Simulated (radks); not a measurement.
Tb, configuration [Xe] 4f9 6s2 (the NIST ground configuration). Method: Dirac Kohn-Sham, LDA (Slater exchange, VWN5 correlation), spin-unpolarised, spherical densities, point nucleus; open shells are shared between the two j in proportion to 2j + 1; computed with a radial shooting solver on a logarithmic mesh with Libxc functionals.

Radial electron density D(r) = 4 pi r^2 rho(r):

r (bohr)  D(r) (e/bohr)
0.0031            24.88
0.003638          30.74
0.004236          37.17
0.004971          44.79
0.005787          52.66
0.006736          60.88
0.007905          69.44
0.009203          76.92
0.01071           83.08
0.01257           87.46
0.01464           89.12
0.01718           88.16
0.02              85.22
0.02328           81.53
0.02732           78.84
0.0318            79.41
0.03732           84.68
0.04345           93.79
0.05058           104.5
0.05936           113.1
0.0691            114.8
0.08044           108.9
0.0944            97.71
0.1099            88.84
0.129             87.68
0.1501            94.37
0.1748            101.5
0.2051            99.04
0.2388            83.74
0.278             62.56
0.3262            46.75
0.3798            44.30
0.4457            49.70
0.5188            52.12
0.604             46.53
0.7088            34.90
0.8251            24.29
0.9683            17.08
1.127             13.39
1.312             10.83
1.54              8.070
1.793             5.433
2.087             3.283
2.449             1.847
2.851             1.161
3.346            0.8368
3.895            0.6558
4.535            0.4835
5.322            0.3021
6.195            0.1607
7.212           0.06940
8.464           0.02229
9.853          0.005804
11.56          0.001032
13.46         0.0001442

D(r) has 4 maxima, at r = 0.0150, 0.0664, 0.185, 0.507 bohr, and minima at 0.0289, 0.121, 0.362 bohr, inside which lie 2.02, 11.15, 29.40 electrons.
